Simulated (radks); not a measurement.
Results of a calculation; reference values are marked as such.
Fractional charge and spin in the 6s shell of dysprosium: the spin-up occupation runs from 0 to 1 and the spin-down occupation from 0 to 1; the fullest corner is Dy, [Xe] 4f(up 5, down 5) 6s(up 1, down 1). Code: a radial shooting solver on a logarithmic mesh with Libxc functionals. Model: scalar-relativistic Kohn-Sham, PBE, spin-polarised, spherical densities, finite nucleus; Fermi nuclear charge, rms radius of each element as measured or else 0.836 A^(1/3) + 0.57 fm. Energy (eV) above the fullest corner. The planes named below are the two flat planes that join the four corners, with an edge along up + down = one added electron.

\begin{tabular}{lrrr}
down \ up & 0 & 0.5 & 1 \\ \hline
0 & 17.901 & 11.295 & 6.051 \\
0.5 & 11.295 & 6.235 & 2.438 \\
1 & 6.051 & 2.438 & 0.000 \\
\end{tabular}

Corners above the fullest one (they belong to Dy+ and the next ion): (up 1, down 0) 6.051 eV, (up 0, down 1) 6.051 eV, (up 0, down 0) 17.901 eV. With half an added electron in each spin the energy lies 0.185 eV from the planes, and with half an added electron in spin up alone -0.681 eV. The planes are only a guide here: the flat-plane condition holds for ground states with one frontier orbital, while this shell lies below other occupied shells, so the corners above the fullest one are inner-hole states and not the ground states of those ions.
